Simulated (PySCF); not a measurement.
Bond curve of NaSn⁺

Set-up: Na cc-pVDZ, Sn cc-pVDZ-PP with ECP28; scalar-relativistic core potentials (PySCF 2.14). Energies in eV from Na⁺ + Sn in their ground configurations at the same level. State: ³Π (triplet), unpaired electrons σ ↑, π ↑.

All columns are PBE0. A positive dipole points towards Sn; it is taken about the centre of mass and depends on that origin.

| R (Å) | E (eV) | μ (D) | Mulliken charge on Na (basis-dependent) | HOMO (eV) | LUMO (eV) | Mayer bond order | ⟨S²⟩ |
| --- | --- | --- | --- | --- | --- | --- | --- |
| 2.908 | -0.492 | -8.06 | 0.56 | -9.71 | -7.88 | 0.65 | 2.00 |
| 3.043 | -0.577 | -8.51 | 0.58 | -9.59 | -7.75 | 0.61 | 2.00 |
| 3.178 | -0.624 | -8.97 | 0.61 | -9.47 | -7.64 | 0.57 | 2.00 |
| 3.280 | -0.640 | -9.33 | 0.63 | -9.39 | -7.55 | 0.55 | 2.00 |
| 3.381 | -0.645 | -9.70 | 0.65 | -9.31 | -7.47 | 0.52 | 2.00 |
| 3.482 | -0.640 | -10.07 | 0.67 | -9.23 | -7.39 | 0.49 | 2.00 |
| 3.618 | -0.624 | -10.58 | 0.69 | -9.13 | -7.29 | 0.46 | 2.00 |
| 3.787 | -0.592 | -11.24 | 0.72 | -9.01 | -7.17 | 0.43 | 2.00 |
| 3.990 | -0.544 | -12.05 | 0.75 | -8.88 | -7.03 | 0.39 | 2.00 |
| 4.260 | -0.473 | -13.18 | 0.78 | -8.70 | -6.86 | 0.35 | 2.00 |

A fit through these points gives, at Re = 3.377 Å, μ = -9.68 D and dμ/dR = -3.64 D/Å; the reduced mass is 19.29 u.

How strong is the fundamental in the double-harmonic approximation, I = 42.26·(dμ/dR)²/μred km/mol?

I = 42.26·(-3.64)²/19.29 = 29.0 km/mol at PBE0.

Spin–orbit coupling is left out, which matters for elements this heavy, above all for dissociation energies. For an ion De counts to the pair picked by the measured ionisation energies or electron affinities, which need not be the lowest pair at this level. The state is the lowest determinant that a PBE0 search found; another state may lie lower at other levels.
